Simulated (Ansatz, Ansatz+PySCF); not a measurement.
```yaml
atoms:
  - { symbol: B, position_ang: [-0.0003, 0.0101, 0.0684] }
  - { symbol: H, position_ang: [1.2085, 0.0500, -0.0062] }
  - { symbol: H, position_ang: [-0.5929, 1.0002, -0.0700] }
  - { symbol: H, position_ang: [-0.6435, -0.9802, -0.0034] }
```

Basis set: def2-SVP (spherical functions). Correlated methods keep 1 orbital frozen. Charge 0, multiplicity 1.

Computed with Ansatz (development build ahead of 0.2.0); each method stands on the lowest determinant of its kind that the runs found. Restricted open shells among the atoms or ions are ROHF, correlated in semicanonical orbitals with singles.

The atomization energy at this shape (free ground-state atoms in the same class of orbitals less the molecule, no zero-point energy) of singlet BH3:

| method | atomization energy |
| --- | --- |
| RHF | 233.03 kcal/mol |

(1) What does RHF-MP2 give?

Answers

(1) 266.72 kcal/mol.
